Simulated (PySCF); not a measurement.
pentalene (C₈H₆), SMILES C1=CC2=CC=CC2=C1. Atoms are numbered in the order given.

```xyz
14

C     -0.0651    -2.1715     0.0000
C      1.0957    -1.4760     0.0000
C      0.7338    -0.0383     0.0000
C      1.2284     1.2184     0.0000
C      0.0651     2.1715     0.0000
C     -1.0957     1.4760     0.0000
C     -0.7338     0.0383     0.0000
C     -1.2284    -1.2184     0.0000
H     -0.1665    -3.2586     0.0000
H      2.1046    -1.8896     0.0000
H      2.2763     1.5276     0.0000
H      0.1665     3.2586     0.0000
H     -2.1046     1.8896     0.0000
H     -2.2763    -1.5276     0.0000
```

Coordinates come from a ωB97X-D3(BJ)/def2-SVP optimisation.

Two levels are set side by side: PBE/pcSseg-1 (PySCF) and HF/pcSseg-1 (PySCF). GIAO shifts against TMS (¹H), TMS (¹³C) at the same level; non-relativistic, no solvent, atoms listed together averaged. Differences are taken from unrounded values.

| quantity | HF |
|---|---|
| δ(¹³C) of C1, C5 (ppm) | 145.0 |
| δ(¹³C) of C3, C7 (ppm) | 155.5 |
| δ(¹H) of H9, H12 (ppm) | 5.59 |

Problem. What does PBE give, and how far is it from HF? (The exact figures need the calculation; the answer reports its results.)

Solution. 
```csv
quantity,PBE,PBE minus HF
"δ(¹³C) of C1, C5 (ppm)",143.6,-1.3
"δ(¹³C) of C3, C7 (ppm)",160.9,5.4
"δ(¹H) of H9, H12 (ppm)",4.87,-0.72
```

Rough cost on one machine, each run with all the roots and properties that it gave: HF against PBE within a factor of 2.
